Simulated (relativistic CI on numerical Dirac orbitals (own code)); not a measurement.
## Slater and spin-orbit integrals, Eu24+

Computed by Dirac-Coulomb-Breit CI, KLI orbitals optimised for each configuration, QED by a radiative potential, unscaled Slater integrals (own radial code, finite nucleus).

Slater integrals F^k, G^k are unscaled and averaged over j, outside the closed core [Ar] 3d10; ζ comes from projecting the Hamiltonian with its Breit term on Σ l·s of the shell.

- 4s2 4p6 4d3: F^2(4d,4d) = 181550, F^4(4d,4d) = 123430, ζ(4d) = 23143 cm⁻¹; <r>(4d) = 0.5563, <r^2>(4d) = 0.3534 (bohr units).
- 4s2 4p5 4d4: ζ(4p) = 192740, F^2(4d,4d) = 181530, F^4(4d,4d) = 123410, F^2(4p,4d) = 184480, G^1(4p,4d) = 231210, G^3(4p,4d) = 147430, ζ(4d) = 23046 cm⁻¹; <r>(4p) = 0.5439, <r^2>(4p) = 0.3343, <r>(4d) = 0.5563, <r^2>(4d) = 0.3535 (bohr units).
- 4s2 4p6 4d2 4f: F^2(4d,4d) = 181450, F^4(4d,4d) = 123360, ζ(4d) = 23138, F^2(4d,4f) = 180610, F^4(4d,4f) = 118270, G^1(4d,4f) = 195160, G^3(4d,4f) = 132090, G^5(4d,4f) = 96358, ζ(4f) = 3028 cm⁻¹; <r>(4d) = 0.5567, <r^2>(4d) = 0.3539, <r>(4f) = 0.5435, <r^2>(4f) = 0.3366 (bohr units).

(1) Give the Racah parameters of the d shell in 4s2 4p6 4d3.

Averages of the first 10 configurations, taken without configuration mixing, which lowers the lowest level and can move excited configurations by several eV; other configurations of the list can lie among them:

```tsv
Configuration	Parity	States	Average energy above the lowest level (eV)
4s2 4p6 4d3	even	120	16.0
4s2 4p5 4d4	odd	1260	154.5
4s2 4p6 4d2 4f	odd	630	163.6
4s 4p6 4d4	even	420	259.0
4s 4p6 4d3 4f	odd	3360	404.9
4s2 4p6 4d2 5s	even	90	260.5
4s2 4p6 4d2 5p	odd	270	301.5
4s2 4p6 4d 4f 5s	odd	280	408.3
4s2 4p6 4d2 5d	even	450	360.3
4s2 4p5 4d3 5s	odd	1440	397.8
```

Results:

(1) B = F²/49 − 5F⁴/441 = 2306 cm⁻¹ and C = 35F⁴/441 = 9796 cm⁻¹.
